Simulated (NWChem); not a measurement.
# Correlation energy of HGa

```xyz
2

Ga     0.0000     0.0000     0.0529
H      0.0000     0.0000    -1.6386
```
Charge 0, spin multiplicity 1.

All runs are NWChem calculations. Structure: optimised with B3LYP/def2-SVP, a minimum by its harmonic frequencies.

Basis set: 6-31G*. Each correlation energy counts from its own Hartree-Fock reference.

The Hamiltonian is non-relativistic. The correlated methods keep 9 core orbitals frozen. The Pople sets run with spherical d functions. The structure started from a generated list of species. No row is a measurement; the coupled-cluster row has its own basis-set and correlation limits.

```csv
method,correlation energy (mHa)
MP2,?
SCS-MP2,?
CR-CCSD[T],-227.1
CR-CCSD(T),-226.3
CCSD,-222.7
CCSD+T(CCSD),-228.1
CCSD(T),-227.1
CCSDT,-227.3
```

What belongs in the gaps?


- MP2, correlation energy (mHa): -223.1
- SCS-MP2, correlation energy (mHa): -208.1
